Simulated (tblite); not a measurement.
C7H11FO.
Z-matrix (Å and degrees, GFN2-xTB geometry), rows numbered from 1:
```
C 
C   1  1.3192
C   2  1.5102  1  124.60
C   3  1.5406  2  110.39  1    64.02
C   3  1.5439  2  111.67  1   -58.56
C   5  1.5243  3  112.23  2   -59.90
C   3  1.5053  2  109.13  1  -178.76
O   7  1.1798  3  130.60  2    -3.12
F   7  1.3687  3  111.05  2   178.16
H   1  1.0760  2  121.41  3  -179.57
H   1  1.0777  2  122.69  3     0.53
H   2  1.0811  1  120.38  3   179.32
H   4  1.0877  3  110.58  2   177.75
H   4  1.0881  3  110.36  2    57.21
H   4  1.0863  3  109.60  2   -62.30
H   5  1.0916  3  109.01  2   178.43
H   5  1.0906  3  108.27  2    61.28
H   6  1.0884  5  110.95  3   -61.09
H   6  1.0875  5  110.08  3   179.12
H   6  1.0878  5  110.61  3    59.16
```

Computed with GFN2-xTB (tblite): harmonic, unscaled wavenumbers at the GFN2-xTB geometry, gas phase. Errors from tens to a few hundred cm⁻¹ against measured bands are possible. One conformer, not necessarily the lowest.

Harmonic wavenumbers (cm⁻¹): 46.7, 64.5, 92.9, 166.8, 192.8, 207.6, 216.5, 256.0, 290.6, 298.5, 395.0, 413.2, 488.2, 598.4, 650.3, 704.2, 729.8, 813.1, 896.9, 903.0, 934.8, 991.0, 1020.8, 1022.0, 1041.5, 1059.5, 1097.1, 1130.7, 1201.6, 1225.5, 1265.8, 1310.1, 1328.0, 1400.7, 1413.7, 1420.2, 1480.9, 1488.9, 1490.8, 1499.9, 1501.9, 1712.4, 1864.1, 2984.7, 2998.6, 3030.9, 3035.0, 3038.3, 3038.9, 3043.0, 3051.4, 3073.8, 3102.9, 3132.1.

A = 2009, B = 1367, C = 1228 MHz; mass 130.079 u (most abundant isotopes); point group C1, symmetry number 1.

Problem. What is the zero-point energy?

Solution. ½Σν̃ = 35928 cm⁻¹ = 429.80 kJ/mol.

Problem. What is S at 200 K and 1 bar for an ideal gas of classical rigid rotors and harmonic oscillators?

Solution. Translation 161.27, rotation 116.13, vibration 87.22: S = 364.6 J/(mol K).

Problem. And Cp and H(200 K) − H(0)?

Solution. Cp = 126.83 J/(mol K), of which vibrations give 93.57 (their classical limit is 54 R = 449.0); H(200 K) − H(0) = 16.25 kJ/mol without the zero-point energy, 9.60 from vibrations.

Problem. How do the functions run with temperature in this model?

Solution. 
| T (K) | S (J/(mol K)) | Cp (J/(mol K)) | H − H(0) (kJ/mol) | G − H(0) (kJ/mol) | ln q(vib) |
| --- | --- | --- | --- | --- | --- |
| 100 | 292.7 | 83.8 | 5.63 | -23.64 | 1.84 |
| 300 | 423.8 | 168.4 | 30.99 | -96.16 | 7.56 |
| 500 | 528.8 | 246.1 | 72.76 | -191.64 | 13.07 |
| 800 | 663.0 | 324.3 | 159.32 | -371.06 | 20.88 |
| 1000 | 739.2 | 358.7 | 227.80 | -511.44 | 25.71 |

q(vib) and H(0) count from the zero-point level.

Problem. Which modes carry the vibrational entropy at 200 K?

Solution. 46.7 cm⁻¹: 17.42; 64.5 cm⁻¹: 14.77; 92.9 cm⁻¹: 11.82; 166.8 cm⁻¹: 7.28; 192.8 cm⁻¹: 6.23; 207.6 cm⁻¹: 5.71 J/(mol K); the other 48 give 23.98 together.

Hindered rotation and anharmonicity are outside this model. Other conformers, if any are populated, would add a mixing term that is left out. The structure is chiral; the term R ln 2 for an equal mix with its mirror image is left out.
